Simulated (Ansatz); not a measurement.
ethylene carbonate (C3H4O3), singlet, at a GFN2-xTB geometry; Ansatz (a program for electronic structure) with MP2/STO-3G.

Input for Ansatz:
Ansatz 0.2 input:
```yaml
crystal:
  periodic: [false, false, false]
  atoms:
    - {symbol: O, position_ang: [2.02364805, -0.10196367, -0.02219553]}
    - {symbol: C, position_ang: [0.84129222, -0.04238941, -0.00922736]}
    - {symbol: O, position_ang: [0.02528031, -1.10906625, 0.06015929]}
    - {symbol: C, position_ang: [-1.32923011, -0.70405933, 0.05664352]}
    - {symbol: C, position_ang: [-1.25265770, 0.83415051, -0.02832517]}
    - {symbol: O, position_ang: [0.13529665, 1.10097540, -0.06192051]}
    - {symbol: H, position_ang: [-1.80468390, -1.05510197, 0.97634301]}
    - {symbol: H, position_ang: [-1.82913313, -1.15234299, -0.80606914]}
    - {symbol: H, position_ang: [-1.71042935, 1.23221471, -0.93778897]}
    - {symbol: H, position_ang: [-1.68598012, 1.32945573, 0.84462318]}
basis:
  gaussian:
    orbitals: STO-3G
magnetization: {spin_polarized: false}
correlation: {method: mp2, electrons: outside_noble_gas}
accuracy: high
```

Output, abridged:

```
Functional definition: HF
743 factors; integrals over basis functions are off by at most 2.1e-9 eV
mean field evaluation 1: about -9139.2594 eV, gradient 4.3e1 eV
mean field evaluation 2: about -9139.6066 eV, gradient 4.3e1 eV
mean field evaluation 4: about -9145.3770 eV, gradient 3.4e0 eV
mean field evaluation 8: about -9145.4388 eV, gradient 1.3e-1 eV
mean field -9145.43890968 eV, -336.0886809297 hartree, gradient 1.0e-8 eV, S^2 0.000000; 0 other end points of the search recorded, 0 dependent functions left out
6 core orbitals not correlated
reference -9145.43890968 eV, -336.0886809297 hartree; 17, 17 occupied and 11, 11 virtual orbitals, 743 factors
second order -7.73474235 eV of doubles, -0.00000000 eV of singles
Total energy: -9153.17365203 eV, -336.3729274682 hartree
```
